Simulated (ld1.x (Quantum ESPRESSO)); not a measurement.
**What one change does to a pseudopotential (Ge, ultrasoft)**

germanium (Ge), ultrasoft, made with ld1.x (Quantum ESPRESSO) 7.5 (LDA (PZ), scalar-relativistic). Core [Ar] 3d10, reference 4s1.75 4p2.25. Waves: 4s (bound): rcut 1.70, rcutus 1.85 bohr; 4s channel at -0.6 Ry: rcut 1.70, rcutus 1.85 bohr; 4p (bound): rcut 1.50, rcutus 1.95 bohr; 4p channel at 0.35 Ry: rcut 1.50, rcutus 1.95 bohr; 4d channel at 0.1 Ry: rcut 1.60, rcutus 1.75 bohr. Local part: all-electron potential smoothed inside 1.65 bohr (lloc = -1). Core correction: none. Augmentation charge: PSQ, radius 1.30 bohr.

All-electron outer shells of the reference configuration (LDA (PZ), scalar-relativistic, ld1.x):

```tsv
shell	level (eV)	outermost node (bohr)	outermost maximum (bohr)
3p	-115.83	0.23	0.54
3d	-30.00	–	0.50
4s	-12.20	0.77	1.73
4p	-4.23	0.82	2.19
```

Change: functional PBEsol.

Cutoffs: the cutoffs (Ry, on a coarse ladder) from which the occupation-weighted sum of valence levels, in a spherical-Bessel basis at the reference potential, stays within 10 and 1 mRy of its value at 400 Ry; they do not see the model core or the augmentation charge, which bear on the density cutoff. Errors are all-electron minus pseudo energies relative to the spin-unpolarised reference configuration.

How do hardness, ghosts and transferability respond?

Both files are so soft that the ladder of cutoffs tells neither apart; the number of tests with a reliable result goes from 9 to 7; of the 7 tests that both files solve, the error grows in 3 and shrinks in 3 by more than 15 % and 0.3 meV (median size 7.5 → 4.2 meV); neither file shows a bound ghost.

```csv
quantity,base,changed
"cutoff, loose",8 Ry,8 Ry
"cutoff, tight",12 Ry,12 Ry
bound ghosts,none,none
"error for 4s2 4p2, meV [ΔE -1.98 → -1.97 eV]",+1.0,-2.1
"error for 4s2 4p1, meV [ΔE 5.65 → 5.48 eV]",+4.4,-4.2
"error for 4s2 4p0, meV [ΔE 21.37 → 20.93 eV]",+30,-36
"error for 4s2 4p2.3, meV [ΔE -2.91 → -2.85 eV]",+1.0,-1.9
"error for 4s1 4p0, meV [ΔE 56.59 → 55.72 eV]",+203,-47
"error for 4s0 4p4, meV [ΔE 14.38 → 14.24 eV]",+50,+37
"error for 4s1 4p3, meV [ΔE 6.06 → 6.01 eV]",+7.5,+2.5
s: phases at 2.15 bohr within 0.05 rad from the reference energy up to (Ry; the scan ends near 5),4.5,4.5
p: phases at 2.15 bohr within 0.05 rad from the reference energy up to (Ry; the scan ends near 5),to the end of the scan,to the end of the scan
d: phases at 2.15 bohr within 0.05 rad from the reference energy up to (Ry; the scan ends near 5),0.7,0.7
lowest overlap eigenvalue by channel,"s 0.38, p 0.62, d 1.00","s 0.38, p 0.62, d 1.00"
```
